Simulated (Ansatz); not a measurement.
`O[SiH]O[SiH](O)Cl`, charge 0, multiplicity 2.

(1) Give a relaxed structure at PBE0-D4/def2-TZVP (the Gaussian-basis code of Ansatz). (Best estimate.)

## Answers

(1) Computed: 
Z-matrix (Å, degrees):
```
Si
O 1 1.642
Cl 1 2.046 2 109.1
O 1 1.612 2 106.3 3 120.0
H 1 1.471 2 112.5 3 -119.0
H 2 0.959 1 118.1 3 44.3
Si 4 1.657 1 138.2 2 -14.6
O 7 1.640 4 109.8 1 -14.7
H 7 1.493 4 108.2 1 -131.0
H 8 0.963 7 115.4 4 36.3
```
This is one stationary point; other conformers may exist.
